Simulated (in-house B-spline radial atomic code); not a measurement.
Radial electron density of Si VI (Si5+), [He] 2s2 (2p1/2)2 (2p3/2)3. Method: Dirac-Hartree-Fock, average of the jj configuration, Fermi nucleus of rms radius 3.1224 fm. Calculated with an all-electron radial atomic-structure program (B-spline basis).

Columns: r (bohr), 4πr²n(r) (electrons per bohr), bar.

```
 0.00417   0.3548 #
 0.00486    0.472 #
 0.00567    0.627 ##
 0.00661   0.8287 ##
  0.0077    1.089 ###
 0.00897    1.424 ####
  0.0105    1.867 #####
  0.0122      2.4 #######
  0.0142    3.069 #########
  0.0166    3.917 ###########
  0.0193    4.903 ##############
  0.0225    6.086 #################
  0.0262    7.434 #####################
  0.0305    8.927 #########################
  0.0356    10.54 #############################
  0.0415    12.15 ##################################
  0.0484    13.65 ######################################
  0.0564    14.86 #########################################
  0.0657    15.64 ###########################################
  0.0766    15.83 ############################################
  0.0892    15.37 ###########################################
   0.104    14.28 ########################################
   0.121    12.78 ####################################
   0.141    11.15 ###############################
   0.165    9.787 ###########################
   0.192    9.142 #########################
   0.224    9.353 ##########################
   0.261    10.33 #############################
   0.304    11.66 ################################
   0.354    12.76 ###################################
   0.413    13.08 ####################################
   0.481    12.26 ##################################
    0.56    10.37 #############################
   0.653    7.789 ######################
   0.761    5.131 ##############
   0.887     2.91 ########
    1.03     1.42 ####
    1.21   0.5321 #
     1.4   0.1765 
    1.64  0.04081 
    1.91 0.007351
```

On this grid the curve has 2 maxima, near 0.0766, 0.413 bohr.

The 2p3/2 radial function P(r) = rR(r), positive near the nucleus, with its small component Q(r) (sign convention: Q ≈ (P' + κP/r)/2c):

```tsv
r (bohr)	P	Q
0.00417	0.001535	-3.905e-05
0.00567	0.002806	-7.128e-05
0.0077	0.005098	-0.0001292
0.0105	0.009289	-0.0002348
0.0142	0.01655	-0.0004165
0.0193	0.02949	-0.000738
0.0262	0.05181	-0.001286
0.0356	0.0897	-0.002203
0.0484	0.1521	-0.003681
0.0657	0.25	-0.005935
0.0892	0.396	-0.009176
0.121	0.5969	-0.01343
0.165	0.8499	-0.01847
0.224	1.11	-0.02318
0.304	1.306	-0.02609
0.413	1.347	-0.02558
0.56	1.178	-0.02117
0.761	0.8304	-0.01415
1.03	0.4462	-0.007271
1.4	0.163	-0.002564
1.91	0.03474	-0.0005324
```
